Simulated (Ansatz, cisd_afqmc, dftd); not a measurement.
Species: BH, charge 0, singlet. BH (λ1-borane, SMILES [BH]).
B3LYP-D3(BJ)/def2-TZVP minimum from Ansatz (a first-principles code):
```
B
H 1 1.2331
```
Charge 0, spin multiplicity 1.

Wanted: atomisation energy (electronic, to ground-state atoms), in kJ/mol. UHF or UKS for unpaired electrons; spin-orbit terms are left out. Cores are frozen in correlated methods. Rows without X2C or -DK are non-relativistic. The Monte Carlo rows (phaseless AFQMC, CISD trial, step 0.005/hartree) carry one-sigma bars that omit the constraint's bias. Outlying blocks are dropped, and bars are widened where a walk drifts. Over all cases where full CI ran beside it in this data, AFQMC minus full CI had a median of +0.1 mEh and passed +0.4 mEh in a tenth of the cases. CBS(X,Y): correlation extrapolated as X^-3, Hartree-Fock from the larger set (Q,5: extrapolated as (X+1)exp(-9√X)). A bracket is a step between two methods taken in the basis named. Functionals run without relativity, which enters their misses. Double hybrids freeze cores in their MP2 part. '+ core + X2C': CCSD(T) terms for core correlation (cc-pwCVTZ) and scalar relativity (cc-pVTZ-DK). Full CI freezes restricted core orbitals, also for open shells; the composite that ends in it estimates full CI at the basis-set limit. Where a partner has so few electrons that a lower coupled-cluster level is exact, that level stands in. The restricted determinant of HB ([BH], singlet) is unstable towards broken spin symmetry in at least one set run.

| level | program | atomisation energy (kJ/mol) | error against the last row |
|---|---|---|---|
| HF/cc-pVQZ | Ansatz | 258.3 | -97.2 |
| r2SCAN-D4/def2-TZVPD | Ansatz + dftd4 | 331.8 | -23.7 |
| CAM-B3LYP-D3(BJ)/def2-TZVPD | Ansatz + dftd3 | 348.3 | -7.2 |
| CAM-B3LYP/def2-TZVPD | Ansatz | 347.8 | -7.7 |
| B2PLYP-D3(BJ)/def2-TZVPD | Ansatz + dftd3 | 345.2 | -10.3 |
| MP2/cc-pVDZ | Ansatz | 315.4 | -40.1 |
| MP2/CBS(cc-pVQZ,cc-pV5Z) | Ansatz | 343.4 | -12.1 |
| CCSDT(Q)/cc-pVTZ | Ansatz | 348.6 | -6.9 |
| CCSDT(Q)/cc-pVQZ | Ansatz | 352.8 | -2.7 |
| CCSDTQ/cc-pVDZ | Ansatz | 331.0 | -24.5 |
| FCI/cc-pV5Z | Ansatz | 353.9 | -1.6 |
| CCSD(T)/CBS(cc-pVQZ,cc-pV5Z) + [AFQMC/CISD - CCSD(T)]/cc-pVTZ + core + X2C | Ansatz + cisd_afqmc | 355.7 ± 0.4 | 0.2 |
| CCSD(T)/CBS(cc-pVQZ,cc-pV5Z) + [CCSDTQ - CCSD(T)]/cc-pVTZ + core + X2C | Ansatz | 355.4 | -0.1 |
| CCSD(T)/CBS(cc-pVQZ,cc-pV5Z) + [FCI - CCSD(T)]/cc-pV5Z + core + X2C | Ansatz | 355.5 | 0.0 |
